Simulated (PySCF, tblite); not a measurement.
C7H8S.
SMILES with atom numbers: `[CH2:1]=[CH:2][CH2:3][c:4]1[cH:5][cH:6][cH:7][s:8]1` (hydrogens: H9, H10 on C1; H11 on C2; H12, H13 on C3; H14 on C5; H15 on C6; H16 on C7)

The geometry is computed with GFN2-xTB (gas phase).

Problem. List the bond lengths, angles and torsions at this level.

Solution. 
| bond | length (Å) |
| --- | --- |
| C1=C2 | 1.319 |
| C2–C3 | 1.502 |
| C3–C4 | 1.494 |
| C4–C5 | 1.360 |
| C5–C6 | 1.414 |
| C6–C7 | 1.356 |
| C7–S8 | 1.720 |
| C4–S8 | 1.734 |
| C1–H9 | 1.076 |
| C1–H10 | 1.078 |
| C2–H11 | 1.082 |
| C3–H12, C3–H13 | 1.093 |
| C5–H14 | 1.076 |
| C6–H15 | 1.075 |
| C7–H16 | 1.072 |

Bonds in one row agree within 0.01 Å and their mean is given. A selection of angles:
| angle | degrees |
| --- | --- |
| C1–C2–C3 | 124.3 |
| C2–C3–C4 | 110.1 |
| C3–C4–C5 | 127.9 |
| C3–C4–S8 | 121.1 |
| C5–C4–S8 | 111.0 |
| C4–C5–C6 | 113.2 |
| C5–C6–C7 | 112.6 |
| C6–C7–S8 | 111.9 |
| C4–S8–C7 | 91.3 |

Torsions: C1–C2–C3–C4 -122° (anticlinal); C2–C3–C4–C5 79° (synclinal). The mirror-image conformer, all signs reversed, is as good.

The 6 C–C bonds span 1.319 Å (C1=C2, drawn double) to 1.502 Å (C2–C3, drawn single), a spread of 0.183 Å. Of the pairs four or more bonds apart, H10···H13 is among the closest relative to their van der Waals radii: 2.42 Å, 101 % of the sum of Bondi's values. The 5-membered ring C4–C5–C6–C7–S8 has internal angles of 91.3° to 113.2°; it is planar, 0.00 Å rms from its mean plane, widest ring torsion 0°. S8 (thiophene-type sulfur) is bent (angle 91.3°).

Point group: C1 (no symmetry element, even within 0.4 Å). Its lowest GFN2-xTB frequency is 13i cm⁻¹, too small to tell a flat minimum from a shallow saddle. One conformer, not necessarily the lowest. 2 starts were optimised and ended at 0.00 and 0.23 kcal/mol (GFN2-xTB); the lowest of these is shown.
